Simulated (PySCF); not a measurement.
CH$_{5}$ClFNOSi, singlet, at a GFN2-xTB geometry; PBE/6-31G, polarisability (PySCF).

The PySCF input:
```python
from pyscf import gto, scf, dft
from pyscf.prop import polarizability

mol = gto.M(
    atom='''
C    -2.014168   -0.392823   -1.352647
O    -1.137422    0.511495   -0.737698
Si    0.291707    0.268130   -0.047017
N     1.476069   -0.289354   -1.149699
F     0.565711    1.750033    0.511647
Cl    0.263569   -0.993489    1.501014
H    -1.542046   -0.856421   -2.220545
H    -2.315124   -1.175390   -0.653431
H    -2.892301    0.168980   -1.670320
H     2.359734   -0.638737   -0.819336
H     1.585658    0.177219   -2.034829
''',
    basis='6-31g',
    charge=0,
    spin=0,
    verbose=4,
)

mf = dft.RKS(mol)
mf.xc = 'pbe'
mf.kernel()
alpha = mf.Polarizability().polarizability()[2, 2]
print('alpha_zz =', alpha)
```

Predict the main parts of the log of this PySCF run.


```
site-packages/pyscf/prop/efg/rhf.py:45: UserWarning: Module EFG is under testing
  warnings.warn('Module EFG is under testing')
site-packages/pyscf/prop/efg/dhf.py:30: UserWarning: Module EFG is under testing
  warnings.warn('Module EFG is under testing')
site-packages/pyscf/prop/zfs/uhf.py:40: UserWarning: Module ZFS is under testing
  warnings.warn('Module ZFS is under testing')
site-packages/pyscf/prop/gtensor/uhf.py:43: UserWarning: Module g-tensor is under testing
  warnings.warn('Module g-tensor is under testing')
site-packages/pyscf/prop/gtensor/uks.py:41: UserWarning: Module g-tensor is under testing
  warnings.warn('Module g-tensor is under testing')
site-packages/pyscf/prop/hfc/uks.py:35: UserWarning: Module HFC is under testing
  warnings.warn('Module HFC is under testing')
site-packages/pyscf/prop/magnetizability/rhf.py:39: UserWarning: Module magnetizability is under testing
  warnings.warn('Module magnetizability is under testing')
site-packages/pyscf/prop/magnetizability/uhf.py:37: UserWarning: Module magnetizability is under testing
  warnings.warn('Module magnetizability is under testing')
site-packages/pyscf/prop/magnetizability/rks.py:37: UserWarning: Module magnetizability is under testing
  warnings.warn('Module magnetizability is under testing')
site-packages/pyscf/prop/magnetizability/uks.py:39: UserWarning: Module magnetizability is under testing
  warnings.warn('Module magnetizability is under testing')
site-packages/pyscf/prop/polarizability/uhf.py:34: UserWarning: Module polarizability is under testing
  warnings.warn('Module polarizability is under testing')
site-packages/pyscf/prop/polarizability/rks.py:29: UserWarning: Module polarizability is under testing
  warnings.warn('Module polarizability is under testing')
site-packages/pyscf/prop/polarizability/uks.py:29: UserWarning: Module polarizability is under testing
  warnings.warn('Module polarizability is under testing')
PySCF version 2.14.0

[INPUT] verbose = 4
[INPUT] num. atoms = 11
[INPUT] num. electrons = 66
[INPUT] charge = 0
[INPUT] spin (= nelec alpha-beta = 2S) = 0
[INPUT] symmetry False subgroup None
[INPUT] Mole.unit = angstrom
[INPUT] Symbol           X                Y                Z      unit          X                Y                Z       unit  Magmom
[INPUT]  1 C     -2.014168000000  -0.392823000000  -1.352647000000 AA   -3.806225888863  -0.742327885430  -2.556132373215 Bohr   0.0
[INPUT]  2 O     -1.137422000000   0.511495000000  -0.737698000000 AA   -2.149416068055   0.966585464084  -1.394047182639 Bohr   0.0
[INPUT]  3 Si     0.291707000000   0.268130000000  -0.047017000000 AA    0.551246338619   0.506692265780  -0.088849253199 Bohr   0.0
[INPUT]  4 N      1.476069000000  -0.289354000000  -1.149699000000 AA    2.789366150961  -0.546799813047  -2.172616235686 Bohr   0.0
[INPUT]  5 F      0.565711000000   1.750033000000   0.511647000000 AA    1.069038855654   3.307083078951   0.966872702455 Bohr   0.0
[INPUT]  6 Cl     0.263569000000  -0.993489000000   1.501014000000 AA    0.498073224925  -1.877422117768   2.836505369138 Bohr   0.0
[INPUT]  7 H     -1.542046000000  -0.856421000000  -2.220545000000 AA   -2.914044611481  -1.618401137326  -4.196221897272 Bohr   0.0
[INPUT]  8 H     -2.315124000000  -1.175390000000  -0.653431000000 AA   -4.374950304408  -2.221165189553  -1.234805631301 Bohr   0.0
[INPUT]  9 H     -2.892301000000   0.168980000000  -1.670320000000 AA   -5.465656759806   0.319325920529  -3.156447340384 Bohr   0.0
[INPUT] 10 H      2.359734000000  -0.638737000000  -0.819336000000 AA    4.459250986824  -1.207037995626  -1.548320643997 Bohr   0.0
[INPUT] 11 H      1.585658000000   0.177219000000  -2.034829000000 AA    2.996459347226   0.334895374069  -3.845269520323 Bohr   0.0

nuclear repulsion = 407.731865716355
number of shells = 44
number of NR pGTOs = 200
number of NR cGTOs = 72
basis = 6-31g
ecp = {}

******** <class 'pyscf.dft.rks.RKS'> ********
method = RKS
initial guess = minao
damping factor = 0
level_shift factor = 0
DIIS = <class 'pyscf.scf.diis.CDIIS'>
diis_start_cycle = 1
diis_space = 8
diis_damp = 0
SCF conv_tol = 1e-09
SCF conv_tol_grad = None
SCF max_cycles = 50
direct_scf = True
direct_scf_tol = 1e-13
XC library pyscf.dft.libxc version 7.1.2
    S. Lehtola, C. Steigemann, M. J. T. Oliveira, and M. A. L. Marques,  SoftwareX 7, 1–5 (2018)
XC functionals = pbe
    J. P. Perdew, K. Burke, and M. Ernzerhof,  Phys. Rev. Lett. 77, 3865 (1996)
    J. P. Perdew, K. Burke, and M. Ernzerhof,  Phys. Rev. Lett. 78, 1396 (1997)
    J. P. Perdew, K. Burke, and M. Ernzerhof,  Phys. Rev. Lett. 77, 3865 (1996)
    J. P. Perdew, K. Burke, and M. Ernzerhof,  Phys. Rev. Lett. 78, 1396 (1997)
radial grids:
    Treutler-Ahlrichs [JCP 102, 346 (1995); DOI:10.1063/1.469408] (M4) radial grids

becke partition: Becke, JCP 88, 2547 (1988); DOI:10.1063/1.454033
pruning grids: <function nwchem_prune>
grids dens level: 3
symmetrized grids: False
atomic radii adjust function: <function treutler_atomic_radii_adjust>
small_rho_cutoff = 0
Set gradient conv threshold to 3.16228e-05
Initial guess from minao.
tot grids = 143464
init E= -1020.70702979212
  HOMO = -0.318142662570559  LUMO = -0.0300822197879398  gap/eV = 7.83852
cycle= 1 E= -1019.73916953891  delta_E= 0.968  |g|= 1.02  |ddm|= 3.19
  HOMO = -0.11253277825883  LUMO = 0.0205390588662797  gap/eV = 3.62107
cycle= 2 E= -1019.15733532342  delta_E= 0.582  |g|= 2.01  |ddm|= 3.21
  HOMO = -0.230116486093226  LUMO = -0.00573836970924368  gap/eV = 6.10564
cycle= 3 E= -1019.93957664692  delta_E= -0.782  |g|= 0.269  |ddm|= 2.38
  HOMO = -0.250307036060965  LUMO = -0.00839174290466671  gap/eV = 6.58285
cycle= 4 E= -1019.95699627025  delta_E= -0.0174  |g|= 0.0758  |ddm|= 0.379
  HOMO = -0.241055221191256  LUMO = -0.00764282502822766  gap/eV = 6.35147
cycle= 5 E= -1019.9578221936  delta_E= -0.000826  |g|= 0.0361  |ddm|= 0.0814
  HOMO = -0.244410850506897  LUMO = -0.00779774331686345  gap/eV = 6.43857
cycle= 6 E= -1019.95817348654  delta_E= -0.000351  |g|= 0.00433  |ddm|= 0.0475
  HOMO = -0.244237919679895  LUMO = -0.00769766843878084  gap/eV = 6.43659
cycle= 7 E= -1019.95817821524  delta_E= -4.73e-06  |g|= 0.000963  |ddm|= 0.00689
  HOMO = -0.244198774576484  LUMO = -0.00771633433169683  gap/eV = 6.43501
cycle= 8 E= -1019.95817836941  delta_E= -1.54e-07  |g|= 0.00042  |ddm|= 0.00118
  HOMO = -0.244232372135162  LUMO = -0.00773214491130303  gap/eV = 6.43550
cycle= 9 E= -1019.95817840258  delta_E= -3.32e-08  |g|= 9.31e-05  |ddm|= 0.000414
  HOMO = -0.244228366718547  LUMO = -0.0077288430556226  gap/eV = 6.43548
cycle= 10 E= -1019.95817840443  delta_E= -1.85e-09  |g|= 3.32e-05  |ddm|= 0.00012
  HOMO = -0.244228788152101  LUMO = -0.00772754467862136  gap/eV = 6.43553
cycle= 11 E= -1019.95817840472  delta_E= -2.92e-10  |g|= 6.42e-06  |ddm|= 4.09e-05
  HOMO = -0.244228979785593  LUMO = -0.00772875859569155  gap/eV = 6.43550
Extra cycle  E= -1019.95817840471  delta_E= 6.82e-12  |g|= 8.54e-06  |ddm|= 2.16e-05
converged SCF energy = -1019.95817840471
Isotropic polarizability 45.3690760957
Polarizability anisotropy 7.47559047415
alpha_zz = 49.21489711036344
```
